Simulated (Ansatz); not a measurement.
```yaml
crystal:
  periodic: [true, true, true]
  atoms:
    - {symbol: C, position_ang: [-0.016608, -1.369656, 0.294096]}
    - {symbol: C, position_ang: [0.086261, -0.289498, -0.286237]}
    - {symbol: N, position_ang: [1.312861, -0.187742, -1.446046]}
    - {symbol: N, position_ang: [0.746003, 0.619048, 0.806238]}
    - {symbol: C, position_ang: [-1.014476, 0.568777, -0.662282]}
    - {symbol: Ga, position_ang: [-1.197312, 1.459588, 1.132693]}
    - {symbol: H, position_ang: [0.846339, -1.993018, 0.567288]}
    - {symbol: H, position_ang: [-0.451208, -2.244347, -0.586289]}
    - {symbol: H, position_ang: [-0.770921, -1.536274, 1.039778]}
    - {symbol: H, position_ang: [1.899297, -1.118892, -1.296822]}
    - {symbol: H, position_ang: [0.902177, -0.254258, -2.162480]}
    - {symbol: H, position_ang: [1.293860, 0.218816, 1.528934]}
    - {symbol: H, position_ang: [1.321281, 1.459515, 0.325159]}
    - {symbol: H, position_ang: [-0.700394, 1.372295, -1.452810]}
    - {symbol: H, position_ang: [-1.688394, -0.083455, -1.101887]}
    - {symbol: H, position_ang: [-1.764771, 0.361910, 2.294961]}
    - {symbol: H, position_ang: [-1.207738, 2.944026, 1.281888]}
basis:
  gaussian: {orbitals: def2-TZVPP, point_charges: [{charge: 1.00, position_ang: [4.452, 0.930, 0.195]}]}
hamiltonian: {xc: {name: wB97X}}
output: {forces: true}
```

```sh
$ ansatz run in.yaml --threads 2 --pin off --events-out ev --progress --plain --max-ram 22528MiB --backend cuda --devices 0, --max-vram 18GiB
```

Shortened log:

```
Error: YAML parse error: error: line 2 column 3: crystal: missing field `lattice` (a structure is typed as `lattice` and `atoms`, a molecule's as `atoms` in Å alone, or read from a run's directory, `checkpoint`)
 --> <input>:2:3
1 | crystal:
2 |   periodic: [true, true, true]
3 |   atoms:
4 |     - {symbol: C, position_ang: [-0.016608, -1.369656, 0.294096]}
```

In this input the molecule is marked periodic without a cell. The input was rejected before any iteration.
